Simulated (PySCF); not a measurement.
Computed shifts of a molecule C₃H₈N₂Si, PBE/pcSseg-1 run with PySCF, GIAO, gas phase, equivalent atoms averaged, in ppm (number of nuclei): ¹⁵N: 475.3 (1), 49.5 (1). ¹³C: 213.8 (1), 77.4 (1), 68.7 (1). ²⁹Si: -93.3 (1). ¹H: 4.99 (1), 4.44 (3), 4.24 (1), 4.07 (1), 1.19 (1), 0.87 (1). References: ¹⁵N against NH3 (σ = 267.0 ppm); ¹³C against TMS (σ = 182.0 ppm); ²⁹Si against TMS (σ = 335.4 ppm); ¹H against TMS (σ = 31.49 ppm), references at their B3LYP-D3(BJ)/def2-TZVP geometries, non-relativistic. Geometry: PBE0-D3(BJ)/def2-SVP. The values are those of a single conformer.

Identify the compound among the candidates.
A. C[C@H]1N=C[Si@H]1N
B. N[C@@H]1CN=C1[SiH3]
C. NC=C=CN[SiH3]
D. CC#C[SiH](N)N

B, N[C@@H]1CN=C1[SiH3]
